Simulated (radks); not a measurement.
Excited configurations of neutral iridium: one electron is placed in a higher orbital outside [Xe] 4f14 5d7 6s1. The ground configuration is [Xe] 4f14 5d7 6s2. All-electron calculation, scalar-relativistic Kohn-Sham, PBE, spin-polarised, spherical densities, point nucleus; open shells are filled with parallel spins first (spin-orbit coupling, left out, can overturn this in heavy ions). Program: a radial shooting solver on a logarithmic mesh with Libxc functionals. Excitation = E - E(ground); binding = E(ion) - E, where the ion is the core of charge +1; n* = 1/sqrt(2 binding) in atomic units, and the quantum defect is n - n*.

| outer orbital | excitation (eV) | binding (eV) | n* | eigenvalue (eV) | <r> (bohr) |
|---|---|---|---|---|---|
| 5f | 8.062 | 0.969 | 3.747 | -0.478 | 16.58 |
| 6f | 8.352 | 0.679 | 4.477 | -0.405 | 27.96 |
| 7s | 6.235 | 2.796 | 2.206 | -1.697 | 7.944 |
| 7d | 7.948 | 1.083 | 3.544 | -0.623 | 18.35 |
| 7f | 8.534 | 0.497 | 5.231 | -0.321 | 41.82 |

The Delta-SCF ionisation energy is 9.031 eV (NIST Atomic Spectra Database: 8.967 eV, measured). Self-interaction in the functional shifts the binding energies and quantum defects, so they are the method's values and not measured ones. Open shells are spherical and high-spin; term and fine-structure splittings are not resolved. Spin-orbit splitting is averaged out at the scalar-relativistic level.
